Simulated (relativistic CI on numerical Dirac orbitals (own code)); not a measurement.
Level scheme of Sr XXIV

Calculated at this level of theory: Dirac-Coulomb-Breit CI, KLI orbitals optimised for each configuration, QED by a radiative potential, unscaled Slater integrals (own radial code, finite nucleus).

Configurations in the expansion (outside the closed core [Ne]): 3s2 3p3, 3s 3p4, 3s2 3p2 3d, 3p5, 3s 3p3 3d, 3p4 3d, 3s 3p2 3d2, 3s2 3p 3d 4p, 3p4 4s, 3s2 3p2 4s, 3s 3p2 3d 4s, 3p4 4p, 3s2 3p2 4p, 3s2 3p2 4d, 3s 3p3 4s, 3p3 3d 4p, 3s2 3p2 4f, 3s 3p3 4p, 3s 3p3 4d, 3s 3p3 4f, 3s2 3p2 5s, 3s2 3p2 5p, 3s2 3p 4s 4p, 3s2 3p2 5d, 3s2 3p2 5f, 3s2 3p2 5g, 3s 3p2 4s2, 3s 3p3 5s, 3s2 3p 3d2, 3s2 3d3, 3s 3p 3d3, 3s2 3d2 4s, 3s2 3d2 4p, 3s2 3d2 4d, 3p3 3d2, 3p2 3d3, 3p2 3d2 4s, 3p2 3d2 4p, 3p2 3d2 4d, 3s2 3p 3d 4s, 3s 3p 3d2 4s, 3s2 3d 4s2, 3s2 3d 4s 4p, 3s2 3d 4s 4d, 3s 3p2 3d 4p, 3s 3p 3d2 4p, 3s 3p 3d 4s 4p, 3s 3p 3d 4p2, 3s 3p 3d 4p 4d, 3p3 3d 4s, 3p2 3d 4s2, 3p2 3d 4s 4p, 3p2 3d 4s 4d, 3s2 3p 4s2, 3s 3p 3d 4s2, 3s2 4s2 4p, 3s2 4s2 4d, 3s2 3p 4p2, 3s2 3d 4p2, 3s2 4s 4p2, 3s2 4p3, 3s2 4p2 4d, 3s 3p2 4s 4p, 3s 3p 4s2 4p, 3s 3p 4s 4p2, 3s 3p 4s 4p 4d. Double excitations out of closed p, d and f shells are left out; levels of such configurations are missing from the list, as are those of other unlisted configurations, and high levels can miss mixing partners. These lack a partner that the ground configuration has and come out too high: 3s2 3p2 4f, 3s 3p3 4d, 3s 3p3 4f, 3s2 3p2 5s, 3s2 3p2 5p.

The lowest level is 3s2 3p3 4S°_3/2, with 61 % of that term; Hund's rules for 3s2 3p3 give 4S° with J = 3/2, in agreement.

| No. | Configuration | Term | J | E (cm⁻¹) | % | Next component (%) | Landé g |
| --- | --- | --- | --- | --- | --- | --- | --- |
| 1 | 3s2 3p3 | 4S° | 3/2 | 0 | 61 | 25 2P° | 1.680 |
| 2 | 3s2 3p3 | 2D° | 3/2 | 97646 | 60 | 29 4S° | 1.203 |
| 3 | 3s2 3p3 | 2D° | 5/2 | 132529 | 98 | 2 3s 3p3 3d 2D° | 1.198 |
| 4 | 3s2 3p3 | 2P° | 1/2 | 183793 | 97 | 1 3s2 3p 3d2 2P° | 0.662 |
| 5 | 3s2 3p3 | 2P° | 3/2 | 270676 | 62 | 26 2D° | 1.244 |
| 6 | 3s 3p4 | 4P | 5/2 | 574926 | 80 | 9 3s2 3p2 3d 4P | 1.558 |
| 7 | 3s 3p4 | 4P | 3/2 | 639165 | 70 | 10 3s2 3p2 3d 4P | 1.586 |
| 8 | 3s 3p4 | 4P | 1/2 | 653664 | 72 | 15 2S | 2.550 |
| 9 | 3s 3p4 | 2D | 3/2 | 718165 | 40 | 18 3s2 3p2 3d 2D | 1.022 |
| 10 | 3s 3p4 | 2D | 5/2 | 754319 | 64 | 22 3s2 3p2 3d 2D | 1.232 |
| 11 | 3s2 3p2 3d | 4F | 3/2 | 785517 | 49 | 18 3s 3p4 2D | 0.688 |
| 12 | 3s2 3p2 3d | 2P | 3/2 | 812605 | 41 | 24 3s 3p4 2P | 1.076 |
| 13 | 3s2 3p2 3d | 4F | 5/2 | 814893 | 53 | 26 4D | 1.138 |
| 14 | 3s2 3p2 3d | 2P | 1/2 | 819031 | 27 | 25 3s 3p4 2P | 1.073 |
| 15 | 3s2 3p2 3d | 2F | 5/2 | 855212 | 65 | 24 4F | 0.942 |
| 16 | 3s2 3p2 3d | 4F | 7/2 | 869705 | 82 | 8 4D | 1.230 |
| 17 | 3s2 3p2 3d | 4D | 1/2 | 876676 | 69 | 16 3s 3p4 2S | 0.548 |
| 18 | 3s2 3p2 3d | 2F | 7/2 | 883042 | 50 | 41 4D | 1.244 |
| 19 | 3s2 3p2 3d | 4D | 3/2 | 893600 | 69 | 11 4F | 1.121 |
| 20 | 3s2 3p2 3d | 4F | 9/2 | 906963 | 74 | 24 2G | 1.277 |
| 21 | 3s2 3p2 3d | 4D | 5/2 | 920278 | 47 | 25 2F | 1.200 |
| 22 | 3s2 3p2 3d | 2P | 1/2 | 938615 | 32 | 28 3s 3p4 2S | 1.152 |
| 23 | 3s2 3p2 3d | 2G | 7/2 | 975902 | 50 | 24 4D | 1.094 |
| 24 | 3s 3p4 | 2P | 3/2 | 986475 | 42 | 23 3s2 3p2 3d 2P | 1.190 |
| 25 | 3s2 3p2 3d | 4P | 5/2 | 994891 | 64 | 12 2D | 1.494 |
| 26 | 3s2 3p2 3d | 4P | 3/2 | 1012123 | 51 | 25 2P | 1.532 |
| 27 | 3s2 3p2 3d | 2F | 7/2 | 1012781 | 43 | 30 2G | 1.134 |
| 28 | 3s2 3p2 3d | 4P | 1/2 | 1018026 | 54 | 17 2S | 2.205 |
| 29 | 3s2 3p2 3d | 2G | 9/2 | 1038317 | 74 | 24 4F | 1.163 |
| 30 | 3s2 3p2 3d | 2D | 3/2 | 1040195 | 69 | 12 4P | 0.957 |
| 31 | 3s2 3p2 3d | 2D | 5/2 | 1073690 | 64 | 27 2F | 1.107 |
| 32 | 3s 3p4 | 2P | 1/2 | 1081831 | 38 | 33 3s2 3p2 3d 2P | 1.075 |
| 33 | 3s2 3p2 3d | 2P | 1/2 | 1108470 | 75 | 15 2S | 0.923 |
| 34 | 3s2 3p2 3d | 2D | 3/2 | 1111421 | 56 | 15 3s 3p4 2D | 0.987 |
| 35 | 3s2 3p2 3d | 2D | 5/2 | 1115246 | 37 | 35 2F | 1.124 |
| 36 | 3s2 3p2 3d | 2D | 5/2 | 1141450 | 85 | 6 4D | 1.198 |
| 37 | 3s2 3p2 3d | 2F | 7/2 | 1153602 | 90 | 5 2G | 1.129 |
| 38 | 3s2 3p2 3d | 2P | 3/2 | 1177224 | 64 | 20 2D | 1.212 |
| 39 | 3s2 3p2 3d | 2S | 1/2 | 1191366 | 46 | 15 3s 3p4 2S | 1.792 |
| 40 | 3s2 3p2 3d | 2D | 3/2 | 1223825 | 85 | 9 2P | 0.870 |
| 41 | 3s2 3p2 3d | 2D | 5/2 | 1231898 | 59 | 32 2F | 1.101 |
| 42 | 3s 3p3 3d | 6D° | 1/2 | 1273731 | 90 | 8 4P° | 3.235 |
| 43 | 3s 3p3 3d | 6D° | 3/2 | 1275473 | 87 | 5 4P° | 1.801 |
| 44 | 3s 3p3 3d | 6D° | 5/2 | 1277170 | 84 | 8 4D° | 1.594 |
| 45 | 3s 3p3 3d | 6D° | 7/2 | 1281079 | 81 | 9 4D° | 1.538 |
| 46 | 3s 3p3 3d | 6D° | 9/2 | 1294399 | 88 | 10 4F° | 1.527 |
| 47 | 3p5 | 2P° | 3/2 | 1311400 | 55 | 38 3s 3p3 3d 2P° | 1.335 |
| 48 | 3s 3p3 3d | 4F° | 3/2 | 1358619 | 52 | 27 4D° | 0.716 |
| 49 | 3s 3p3 3d | 4D° | 5/2 | 1363696 | 47 | 25 4F° | 1.275 |
| 50 | 3s 3p3 3d | 4D° | 7/2 | 1394209 | 63 | 13 6D° | 1.397 |
| 51 | 3s 3p3 3d | 4D° | 1/2 | 1404987 | 83 | 5 2P° | 0.123 |
| 52 | 3s 3p3 3d | 4D° | 3/2 | 1405820 | 58 | 29 4F° | 0.965 |
| 53 | 3p5 | 2P° | 1/2 | 1410480 | 42 | 42 3s 3p3 3d 2P° | 0.634 |
| 54 | 3s 3p3 3d | 4F° | 5/2 | 1411209 | 50 | 32 4D° | 1.137 |
| 55 | 3s 3p3 3d | 4F° | 7/2 | 1426110 | 59 | 20 4D° | 1.252 |
| 56 | 3s 3p3 3d | 4F° | 9/2 | 1450743 | 65 | 20 4G° | 1.303 |
| 57 | 3s 3p3 3d | 4G° | 5/2 | 1452317 | 64 | 12 4F° | 0.702 |
| 58 | 3s 3p3 3d | 2S° | 1/2 | 1452976 | 57 | 19 4P° | 2.084 |
| 59 | 3s 3p3 3d | 4G° | 7/2 | 1465799 | 58 | 24 4F° | 1.075 |
| 60 | 3s 3p3 3d | 4G° | 9/2 | 1487824 | 54 | 38 4F° | 1.240 |
| 61 | 3s 3p3 3d | 4D° | 1/2 | 1489671 | 82 | 7 3s2 3p 3d2 4D° | 0.127 |
| 62 | 3s 3p3 3d | 2G° | 7/2 | 1506598 | 58 | 17 2F° | 0.998 |
| 63 | 3s 3p3 3d | 4D° | 3/2 | 1509105 | 53 | 11 2D° | 1.197 |
| 64 | 3s 3p3 3d | 4G° | 11/2 | 1510392 | 94 | 5 3s2 3p 3d2 4G° | 1.271 |
| 65 | 3s 3p3 3d | 2D° | 5/2 | 1510398 | 25 | 20 4P° | 1.227 |
| 66 | 3s 3p3 3d | 4P° | 3/2 | 1524089 | 43 | 21 4D° | 1.590 |
| 67 | 3s 3p3 3d | 2G° | 9/2 | 1528260 | 75 | 9 4F° | 1.139 |
| 68 | 3s 3p3 3d | 4P° | 1/2 | 1548713 | 62 | 22 2S° | 2.429 |
| 69 | 3s 3p3 3d | 4P° | 5/2 | 1550505 | 56 | 14 2F° | 1.391 |
| 70 | 3s 3p3 3d | 2D° | 3/2 | 1563437 | 43 | 13 3s2 3p 3d2 2D° | 1.048 |

Energies count from the lowest computed level; ° marks odd parity.

The mean weight of the leading LS term, summed over parents, in these 70 levels is 62 %, and that of the leading jj configuration (from the same eigenvectors) 55 %.

At this charge energies of transitions that change n are usually good to better than 1 %, and those within a shell (Δn = 0) to a few per cent.

LS names give the leading component of a level, which can be under half, so a name can repeat, a term be missing and a line seem to break the LS rules.
